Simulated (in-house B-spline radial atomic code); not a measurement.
Results of a calculation; reference values are marked as such.
What the choice of pseudopotential does to G0W0 on PBE: Mn²⁺

All numbers come from a B-spline radial code for spherical atoms, non-relativistic, configuration [Ar] 3d5, open shells at high spin. Semilocal Troullier-Martins pseudo-atoms, one channel per l, are made with PBE or LDA for several valence sets and radii, with or without a model core, and set against the all-electron atom. One channel fits only the lowest state of its l, so a second state of that l is approximate. All electrons give 3d up: PBE -26.038 eV, G0W0 -33.66 eV. Potentials are made in the ion's own configuration unless the neutral atom is named, and a smooth local potential serves every l without a channel. Potentials that miss their own reference levels by more than 6 millihartree, or need radii over 3.5 bohr, are left out. Columns give pseudo minus all-electron, in eV; a dash marks a level in the core or of low weight.

```csv
valence,made with,radii (bohr),model core (bohr),3d up PBE,3d up G0W0
3d,"PBE, neutral atom",s 2.02 p 2.72 d 1.82,none,-0.63,+3.49
3d,"PBE, neutral atom",s 2.27 p 3.06 d 2.05,none,-0.74,+3.24
3d,PBE,s 2.27 p 2.70 d 2.28,none,-0.88,+3.04
3d,"PBE, neutral atom",s 3.28 p 3.40 d 2.96,none,-1.41,+2.40
3d,PBE,s 1.82 p 2.16 d 1.82,1.23,-0.06,+4.13
3d,"PBE, neutral atom",s 2.27 p 3.06 d 2.05,1.23,-0.13,+4.03
3d,"PBE, neutral atom",s 2.52 p 3.40 d 2.28,1.23,-0.30,+3.73
3d,"PBE, neutral atom",s 2.90 p 3.40 d 2.62,1.23,-0.63,+3.29
3s 3p 3d,"PBE, neutral atom",s 0.59 p 0.60 d 1.82,none,-0.35,-0.34
3s 3p 3d,"PBE, neutral atom",s 0.67 p 0.68 d 2.05,none,-0.37,-0.38
3s 3p 3d,PBE,s 0.74 p 0.76 d 2.28,none,-0.21,-0.17
3s 3p 3d,PBE,s 0.59 p 0.60 d 1.82,0.43,-0.12,-0.07
3s 3p 3d,"PBE, neutral atom",s 0.67 p 0.68 d 2.05,0.43,-0.38,-0.40
3s 3p 3d,"PBE, neutral atom",s 0.74 p 0.76 d 2.28,0.43,-0.49,-0.50
```

Problem. How does the G0W0 shift of 3d up, which all sets hold, depend on the valence set?

Solution. Mean size: 3s 3p 3d: 0.31 eV; 3d: 3.42 eV. The means mix radii and the functional used in making the potentials.
